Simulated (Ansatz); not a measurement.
Cost and result for the atomization energy of ClH₃SeSi (`Cl[SiH2][SeH]`) (6 atoms, 5 bonds).

Charge 0, multiplicity 1. Correlated methods include outer-core shells of Se, which these sets cover unevenly. Scalar relativity is left out up to krypton. Geometry: relaxed with PBE0-D4/def2-TZVP. It is one conformer, not always the lowest. Program: Ansatz. All runs use 2 threads of a server CPU on a shared host. Times are those of one run each, without the atoms' runs, and a repeat can differ threefold. Electronic energies, without spin–orbit coupling; frozen cores. CCSD(T)/CBS adds CCSD(T) − MP2 in def2-TZVPP to the MP2 limit, and its time is that of the two runs behind it. T1 = 0.009. With those shells the extrapolation isn't a true limit. B3LYP takes the VWN-RPA correlation (the form of Gaussian; ORCA's B3LYP/G). HSE06 is the plane-wave form, built on full-range PBE exchange.

CCSD(T)/CBS is a level of theory with its own doubt, some kJ/mol a heavy atom from the limit and from the frozen cores, so smaller differences don't rank the functionals.

| level | functions | wall time | atomization (kJ/mol) | difference from CCSD(T)/CBS | per bond |
| --- | --- | --- | --- | --- | --- |
| revPBE-D4/def2-TZVPP | 174 | 1.5 s | 1651.9 | -49.5 | -9.9 |
| BLYP-D4/def2-TZVPP | 174 | 1.9 s | 1656.5 | -44.9 | -9.0 |
| PBE0-D4/def2-TZVPP | 174 | 2.4 s | 1673.1 | -28.3 | -5.7 |
| BHLYP-D4/def2-TZVPP | 174 | 2.6 s | 1647.1 | -54.3 | -10.8 |
| CCSD(T)/def2-SVP | 83 | 2.6 s | 1538.9 | -162.5 | -32.5 |
| HSE06-D4/def2-TZVPP | 174 | 2.9 s | 1673.5 | -27.9 | -5.6 |
| r2SCAN-D4/def2-TZVPP (with forces) | 174 | 3.5 s | 1695.9 | -5.5 | -1.1 |
| B3LYP-D4/def2-TZVPP (with forces) | 174 | 3.8 s | 1672.4 | -29.0 | -5.8 |
| B97M-V/def2-TZVPP | 174 | 5.5 s | 1700.5 | -0.9 | -0.2 |
| PBE-QIDH/def2-TZVPP | 174 | 5.5 s | 1671.7 | -29.7 | -5.9 |
| MP2/def2-QZVPP | 319 | 19 s | 1689.9 | -11.5 | -2.3 |
| CCSD(T)/def2-TZVPP | 174 | 35 s | 1641.1 | -60.3 | -12.1 |
| CCSD(T)/CBS(def2) | – | 53 s | 1701.4 | 0.0 | 0.0 |

From r2SCAN to r2SCAN0 (25 % exact exchange), in def2-TZVPP and without D4, the atomization energy moves by −20.6 kJ/mol: exact exchange takes away binding that semilocal exchange gives to molecules. In def2-TZVPP, CCSD(T) changes the Hartree–Fock value by +404.9 kJ/mol (the triples alone add +25.1 kJ/mol) and MP2 by +418.4 kJ/mol; breaking electron pairs costs correlation energy, which Hartree–Fock lacks. At CCSD(T), def2-SVP lies −162.5 kJ/mol from the extrapolated value and def2-TZVPP −60.3 kJ/mol: correlation converges slowly with the basis, and small sets miss more of it in the bonded molecule than in its fragments.
